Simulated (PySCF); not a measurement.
# What a mistake does to a calculation on AlBH4N2

All numbers below are calculated, not measured. They come from PySCF 2.14.0, an open-source quantum chemistry program, on an isolated molecule that a program drew, which may never have been made. The molecule is AlBH4N2 (charge 0, singlet), drawn as the SMILES string `B[NH][Al]=[NH]`.

Each row is a Hartree-Fock (HF) and frozen-core CCSD(T) single point in the cc-pV(D+d)Z basis, meant for a local HF minimum. Run 1 is clean. Each other run has one planted mistake out of seven kinds, and not every kind appears here: one electron removed, one electron added, multiplicity raised by two, geometry at a saddle point, minimal basis STO-3G, one bond length entered in bohr, all coordinates scaled. The reference is restricted for singlets and unrestricted otherwise, and also for a bond in bohr. Adding or removing an electron swaps singlet and doublet. Electrons count all cores. HOMO and LUMO are orbital energies over both spins, the gradient is its largest component, and the lowest frequency (negative if imaginary) is given only where the gradient is small. Bond lengths are over the 7 bonds as drawn. T1 is the CCSD diagnostic: over 0.02 (restricted) or 0.045 (unrestricted) a single reference is doubtful.

Geometry of the clean run:
```xyz
8
AlBH4N2, angstrom
B    -1.6930   -0.2374   -1.5209
N    -1.4231   -1.0355   -0.3880
Al    0.1666   -1.0717    0.4126
N     1.5480   -1.1708    1.1909
H    -2.7782   -0.2397   -2.0329
H    -0.8076    0.4495   -1.9659
H    -2.1879   -1.5916   -0.0506
H     2.4409   -1.1687    1.6170
```

| run | electrons | basis functions | <S^2> | HOMO (eV) | LUMO (eV) | gradient (hartree/bohr) | lowest frequency (cm^-1) | mean bond (Å) | longest bond (Å) | T1 | HF (hartree) | CCSD(T) (hartree) | mistake |
|---|---|---|---|---|---|---|---|---|---|---|---|---|---|
| 1 | 36 | 85 | 0.000 | -9.08 | 1.76 | 3.0e-05 | 119 | 1.3114 | 1.780 | 0.0207 | -377.84301 | -378.37379 | no fault |
| 2 | 36 | 85 | 0.000 | -9.24 | 1.92 | 2.8e-02 | - | 1.2760 | 1.732 | 0.0193 | -377.83593 | -378.36013 | all coordinates scaled |
| 3 | 35 | 85 | 0.759 | -16.93 | -5.47 | 1.0e-01 | - | 1.3114 | 1.780 | 0.0150 | -377.59681 | -378.06819 | one electron removed |
| 4 | 36 | 28 | 0.000 | -4.99 | 8.59 | 1.1e-01 | - | 1.3114 | 1.780 | 0.0337 | -373.14271 | -373.39056 | minimal basis STO-3G |
| 5 | 36 | 85 | 0.744 | -8.68 | 0.88 | 2.3e-02 | - | 1.4908 | 2.668 | 0.0668 | -377.64531 | -378.16702 | ? |
| 6 | 37 | 85 | 0.948 | 0.37 | 7.72 | 4.6e-02 | - | 1.3114 | 1.780 | 0.0338 | -377.80210 | -378.35189 | ? |

**Which mistake was planted in run 5, and what did it cost?**

The mean bond changes by a factor of 1.137 and the longest by 1.499, so the molecule wasn't scaled as a whole. A length L in bohr read as angstrom grows by (1/0.5292 - 1) L = 0.890 L. The 7 bonds together grew by 7 x 0.1794 = 1.256 Å, which gives L = 1.411 Å. That is bond B1-N2, 1.412 Å in the clean geometry. So the mistake is: one bond length entered in bohr. Subtracting run 1 and multiplying by 627.51 kcal/mol a hartree, the energy moved by 124.1 kcal/mol in HF and 129.8 kcal/mol in CCSD(T).

**Which mistake was planted in run 6, and what did it cost?**

It counts 37 electrons, one more than the clean run, at the same geometry and basis. So the mistake is: one electron added. Subtracting run 1 and multiplying by 627.51 kcal/mol a hartree, the energy moved by 25.7 kcal/mol in HF and 13.7 kcal/mol in CCSD(T).

Cautions from the logs. Run 1: T1 is over the limit, so its CCSD(T) energy is less reliable; run 4: T1 is over the limit, so its CCSD(T) energy is less reliable; run 5: T1 is over the limit, so its CCSD(T) energy is less reliable; run 6: the HOMO is above zero, so the electron isn't bound and the energy depends on the basis.
